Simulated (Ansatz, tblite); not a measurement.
Cost and result up the ladder for AlCl2F (4 atoms). The state is a singlet with charge 0. Geometry: r2SCAN-D4/def2-TZVP.

```
atom   x (Å)   y (Å)   z (Å)
 Al1  -0.045  -0.047   0.068
 Cl2   2.020   0.027   0.101
 Cl3  -1.144   0.887  -1.413
  F4  -0.831  -0.866   1.244
```

Ansatz on 4 threads of Arm Neoverse V1 on a shared host; xTB runs through tblite on one thread. Times are rough, summed over both states, and most runs start from the orbitals of an earlier one. PBE0-D4/def2-TZVP serves as the yardstick here, not as an exact answer. The other state is a doublet.

The xTB rows come from tblite.

Run but left out: HF/def2-TZVPP, MP2/def2-TZVPP (charge +1 doublet: a determinant that CCSD turns far, T1 0.050).

Raw xTB energies of ions are shifted by several eV.

```
              level  functions  wall time  vertical IE (eV)  difference from PBE0-D4/def2-TZVP (eV)
           GFN2-xTB         31    0.008 s             15.61                                    3.70
           GFN1-xTB         31    0.009 s             16.02                                    4.11
   PBE-D4/def2-TZVP        142      2.2 s             11.40                                   -0.51
  PBE0-D4/def2-TZVP        142      5.6 s             11.91                                    0.00
r2SCAN-D4/def2-TZVP        142      5.7 s             11.67                                   -0.24
```
